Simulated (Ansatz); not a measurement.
Computed with Ansatz on PBE0-D4/def2-TZVP structures; ΔE is electronic, products minus reactants. CCSD(T)/CBS adds triple-zeta CCSD(T) − MP2 to the extrapolated MP2 energy (def2 sets, frozen cores). This one scheme is used for every species. Functionals use def2-TZVPP. B3LYP here is the variant with VWN-RPA as its local correlation; programs differ in this. def2 core potentials past Kr. For Sn outer-core shells are correlated without core-valence functions, which leaves a few kJ/mol of doubt a bond. Each species was taken in one conformer, which may not be the lowest.

Reaction (ligand exchange at the Si–O bond): `[CH3][SnH]([Cl])[O][SiH3]` + `OBCl` → `[SiH3]OBCl` + `[CH3][SnH]([OH])[Cl]`

```csv
level,ΔE (kJ/mol),difference from CCSD(T)/CBS
revPBE-D4,17.3,-3.1
BLYP-D4,17.2,-3.2
r2SCAN-D4,19.4,-1.0
r2SCANh-D4,19.9,-0.5
BHLYP-D4,22.0,1.6
ωB97M-V,19.5,-0.9
B2PLYP,18.9,-1.5
PBE-QIDH,20.8,0.4
revPBE,16.9,-3.5
r2SCAN,18.8,-1.6
B3LYP,17.3,-3.1
RPA@PBE/def2-TZVPP,20.9,0.5
MP2/def2-TZVPP,21.0,0.6
CCSD/def2-TZVPP,21.3,0.9
HF/def2-QZVPP,21.8,1.4
MP2/CBS(def2),20.2,-0.2
CCSD(T)/CBS,20.4,0
```

Largest T1 diagnostic among the species: 0.012.

Leaving LDA and LC-ωPBE aside and taking each functional with its dispersion term where it has one, the values spread over 4.8 kJ/mol, from BLYP-D4 to BHLYP-D4. At CCSD(T), def2-SVP lies +8.9 kJ/mol from the extrapolated value and def2-TZVPP +0.8 kJ/mol.

CCSD(T)/CBS has its own doubt, a few kJ/mol and more with outer-core shells, so smaller differences from it don't rank the levels.
